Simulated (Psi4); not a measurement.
C6H13O3 (SMILES CO[CH]COCCOC), doublet, geometry from GFN2-xTB. Base run: R2SCAN/3-21G run with Psi4 1.11.

The Psi4 input:
```
memory 2 GB

molecule mol {
0 2
C     3.006505    1.005429   -0.750417
O     3.018947   -0.349642   -1.123314
C     2.279167   -1.224619   -0.386967
C     1.364811   -0.827780    0.701398
O     0.231480   -0.108290    0.187279
C    -0.701178    0.237168    1.178248
C    -1.939921    0.822959    0.509533
O    -2.818117   -0.223916    0.178179
C    -3.930745    0.205353   -0.560733
H     3.544851    1.539878   -1.532076
H     3.517952    1.159411    0.206776
H     1.983061    1.383329   -0.677619
H     2.157982   -2.163759   -0.895555
H     1.011536   -1.731036    1.216757
H     1.870542   -0.182907    1.441278
H    -0.261585    0.974041    1.870934
H    -0.999999   -0.650446    1.753457
H    -1.630611    1.367676   -0.394350
H    -2.437583    1.530370    1.192794
H    -4.523818    0.938580    0.001774
H    -3.627354    0.656751   -1.513576
H    -4.535284   -0.678170   -0.754115
}

set {
  basis 3-21g
  reference uks
}

energy('r2scan')
print_variables()
```

Each row names what was changed in the base input (with any setting that the change needs).

```
change                 basis functions      E (Eh)  dipole (D)  core-seconds (rough)
---------------------  ---------------  ----------  ----------  --------------------
base                               107  -459.21510        2.39                    30
basis = STO-3G                      58  -455.86711        2.01                    20
basis = 6-31G                      107  -461.60478        2.74                    40
basis = 6-31G*                     161  -461.74928        2.12                    50
basis = def2-SVP                   191  -461.41480        2.24                    60
basis = cc-pVDZ                    191         [?]        2.01                    70
basis = pcseg-1                    191  -461.66337        2.42                    60
basis = 6-31G**                    200  -461.77037        2.12                    70
basis = 6-311++G**                 [?]         [?]        2.39                   100
basis = 6-311+G(2d,p)              321  -461.91283        2.26                   200
basis = aug-pcseg-1                [?]         [?]         [?]                   200
```

Task: Complete the blanks.

Result: 
- basis = cc-pVDZ, E (Eh): -461.78939
- basis = 6-311++G**, basis functions: 289
- basis = 6-311++G**, E (Eh): -461.90121
- basis = aug-pcseg-1, basis functions: 324
- basis = aug-pcseg-1, E (Eh): -461.69472
- basis = aug-pcseg-1, dipole (D): 2.17

Totals compare only among sets that treat the same electrons; sets with core potentials leave the core out.

Open shells are given as the SCF converged; they aren't shown to be the lowest states, and a large step between rows can be another state.
